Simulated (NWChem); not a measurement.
## Correlation energy of Ga (+1)

```
Ga
```
Charge +1, spin multiplicity 1.

Program: NWChem.

Basis set: def2-SVP. Each correlation energy counts from its own Hartree-Fock reference.

```tsv
method	correlation energy (mHa)	difference from CCSD(T)
MP2	-165.3	+5.1
SCS-MP2	-154.2	+16.2
CCSD	-165.3	+5.1
CCSD+T(CCSD)	-171.5	-1.1
CCSD(T)	-170.4	0.0
CR-CCSD[T]	-170.5	-0.1
CR-CCSD(T)	-169.6	+0.8
CCSDT	-170.3	+0.1
```

The values span 17.3 mHa, from CCSD+T(CCSD) (lowest) to SCS-MP2 (highest). 

The Hamiltonian is non-relativistic. The correlated methods keep 9 core orbitals frozen. No row is a measurement; the coupled-cluster row has its own basis-set and correlation limits.
